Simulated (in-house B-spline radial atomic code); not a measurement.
Radial electron density of Pb³⁺, [Xe] 4f14 5d10 6s1. Level of theory: Dirac-Kohn-Sham PW91, spherical fractional occupations, Fermi nucleus of rms radius 5.5012 fm; calculated with a B-spline radial code for spherical atoms.

Columns: r (bohr), 4πr²n(r) (electrons per bohr), bar.

```
0.000471    4.107 #
0.000587    5.761 ##
0.000731    8.024 ##
 0.00091    11.09 ###
 0.00113    15.16 ####
 0.00141    20.67 ######
 0.00176    27.86 ########
 0.00219    36.86 ###########
 0.00272    47.83 ##############
 0.00339    60.99 #################
 0.00423    75.78 ######################
 0.00526    90.85 ##########################
 0.00655    104.8 ##############################
 0.00816    115.4 #################################
  0.0102    120.4 ##################################
  0.0127    118.8 ##################################
  0.0158    112.7 ################################
  0.0196    107.1 ###############################
  0.0244    108.6 ###############################
  0.0304    121.4 ###################################
  0.0379    140.9 ########################################
  0.0472    153.6 ############################################
  0.0588    147.8 ##########################################
  0.0732    129.8 #####################################
  0.0912    122.2 ###################################
   0.114    135.8 #######################################
   0.141    144.9 ##########################################
   0.176    122.6 ###################################
   0.219    89.14 ##########################
   0.273    84.48 ########################
    0.34    96.94 ############################
   0.424    85.62 #########################
   0.527    54.44 ################
   0.657    32.72 #########
   0.818    26.01 #######
    1.02    21.24 ######
    1.27    13.97 ####
    1.58    7.382 ##
    1.97    3.214 #
    2.45    1.148 
    3.05   0.3076 
     3.8  0.05592 
    4.73 0.005639 
    5.89 0.0002477 
    7.34 5.017e-06
```

On this grid the curve has 4 maxima, near 0.0102, 0.0472, 0.141, 0.34 bohr.

The 5d5/2 radial function P(r) = rR(r), positive near the nucleus, with its small component Q(r) (sign convention: Q ≈ (P' + κP/r)/2c):

| r (bohr) | P | Q |
| --- | --- | --- |
| 0.00655 | 0.001387 | -0.0001382 |
| 0.0102 | 0.004625 | -0.0004578 |
| 0.0158 | 0.01443 | -0.001418 |
| 0.0244 | 0.04126 | -0.004024 |
| 0.0379 | 0.1056 | -0.01026 |
| 0.0588 | 0.2213 | -0.0217 |
| 0.0912 | 0.3323 | -0.03459 |
| 0.141 | 0.2407 | -0.03447 |
| 0.219 | -0.1923 | -0.009655 |
| 0.34 | -0.4966 | 0.01714 |
| 0.527 | -0.006179 | 0.01337 |
| 0.818 | 0.804 | -0.00494 |
| 1.27 | 0.9376 | -0.009849 |
| 1.97 | 0.4907 | -0.004819 |
| 3.05 | 0.1176 | -0.001031 |
| 4.73 | 0.009386 | -7.679e-05 |
